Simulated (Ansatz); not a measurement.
Consider the hydrogen abstraction from the Si–H bond: `F[SiH2]O[SiH3]` + H• → `F[SiH2]O[SiH2]`• + H₂.

Calculated with Ansatz (gas phase, PBE0-D4/def2-TZVP geometries, no zero-point term in ΔE). CCSD(T)/CBS adds triple-zeta CCSD(T) − MP2 to the extrapolated MP2 energy (def2 sets, frozen cores). This one scheme is used for every species, atoms too. Functionals use def2-TZVPP. No spin–orbit coupling; open shells (•) take unrestricted orbitals. Each species was taken in one conformer, which may not be the lowest.

```
          species  r2SCAN0-D4 energy (Eh)
 `F[SiH2]O[SiH3]`              -757.14640
               H•                -0.49987
`F[SiH2]O[SiH2]`•              -756.49680
               H₂                -1.17055
```

Question: Work out ΔE.

Answer: ΔE = (-756.49680) + (-1.17055) − (-757.14640) − (-0.49987) = -0.02108 Eh = -55.3 kJ/mol. CCSD(T)/CBS gives -45.9 kJ/mol.

Question: What do rigid-rotor, harmonic-oscillator terms from PBE0-D4/def2-TZVP frequencies (298.15 K, 1 bar) make of the CCSD(T)/CBS value? (Estimate.)

Answer: The calculation gave: ΔZPE = +0.8 kJ/mol, ΔH = -42.9 kJ/mol, ΔS = 19 J/(mol·K), ΔG = -48.6 kJ/mol. Open shells count their whole term as degenerate. Modes under 50 cm⁻¹ make the entropy rough.

Largest T1 diagnostic among the species: 0.013.

At CCSD(T), def2-SVP lies +7.9 kJ/mol from the extrapolated value and def2-TZVPP −0.5 kJ/mol. From PBE to PBE0 (25 % exact exchange), in def2-TZVPP and without D4, ΔE moves by +7.4 kJ/mol.
